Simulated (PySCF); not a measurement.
## Interval between two levels of Kr⁺ by level of theory

Kr⁺ [Ar] 3d10 4s2 4p5 [2P3/2, M_J = 3/2] → Kr⁺ [Ar] 3d10 4s2 4p4 4d1 [4F9/2, M_J = 9/2], as a difference of total energies. All numbers are calculated (PySCF 2.14, the two-component X2C-1e Hamiltonian, in x2c-TZVPall-2c with one added diffuse shell each of s, p, d type (7s8p5d1f, 63 functions)). Correlated levels: [Ne] frozen. "Screened" scales the spin-orbit matrix elements by Boettger's factors to mimic the two-electron term; Breit and QED terms are absent.

```csv
method,interval between two levels (cm⁻¹)
GHF (spin-free),121950
GMP2 (spin-free),127490
GHF (screened spin-orbit),121300
GMP2 (screened spin-orbit),126940
```

The spin-free rows relax to the high-spin LS determinant and lack the spin-orbit shift.

Errors of the correlated levels include the incompleteness of this basis and the frozen core.

The labels give the starting determinants; with spin-orbit coupling the two ends relaxed to ⟨J²⟩ = 3.76, ⟨L²⟩ = 2.01, ⟨S²⟩ = 0.76 and ⟨J²⟩ = 24.77, ⟨L²⟩ = 12.36, ⟨S²⟩ = 3.63.

The promoted electron is Rydberg-like, and one or two diffuse shells describe it only roughly, which tends to raise the upper state.

Q: Which method comes closest to the reference value, and which is furthest?

A: The reference is 126000 cm⁻¹ (measured; NIST Handbook of Basic Atomic Spectroscopic Data (Sansonetti and Martin, J. Phys. Chem. Ref. Data 34, 1559 (2005))). Closest: GMP2 (screened spin-orbit) (error 943.24 cm⁻¹); furthest: GHF (screened spin-orbit) (error -4702.7 cm⁻¹).
